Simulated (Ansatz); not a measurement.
W(NH)2(OH)2 (WN2O2H4). The state is a singlet with charge 0. Geometry PBE-D4/def2-SVP, basis def2-TZVP, Ansatz.

```xyz
9

N    -0.822   -1.351   -0.619
N     0.264    0.131    1.672
O    -1.000    1.641   -0.549
O     1.776    0.054   -0.915
W     0.044    0.095   -0.082
H    -1.292   -2.254   -0.522
H     0.171   -0.195    2.637
H    -1.704    1.564   -1.218
H     2.564    0.314   -0.404
```

| run | HOMO (eV) | LUMO (eV) |
| --- | --- | --- |
| A | -7.79 | -0.76 |
| B | -6.22 | -1.61 |
| C | -6.51 | -1.52 |
| D | -7.58 | -0.82 |
| E | -10.28 | 1.40 |
| F | -10.76 | 2.33 |

In the def2 sets W takes a core potential; there is no spin–orbit coupling. LC-ωPBE has ω = 0.4 bohr⁻¹. Another isomer (singlet) lies 1.21 eV lower at PBE0-D4/def2-TZVP; other spin states weren't run for this one.

Task: The runs used HF, LC-ωPBE, PBE, PBE0, r2SCAN, r2SCAN0. Estimate which is which.

Result: A r2SCAN0 (25 % exact exchange); B PBE (0 % exact exchange); C r2SCAN (0 % exact exchange); D PBE0 (25 % exact exchange); E LC-ωPBE (range-separated); F HF (100 % exact exchange). Exact exchange lowers occupied and raises empty levels; among semilocal functionals meta-GGAs tend to open the gap a little, and such runs are hard to tell apart. The gap grows from 4.60 eV (PBE) to 13.09 eV (HF).
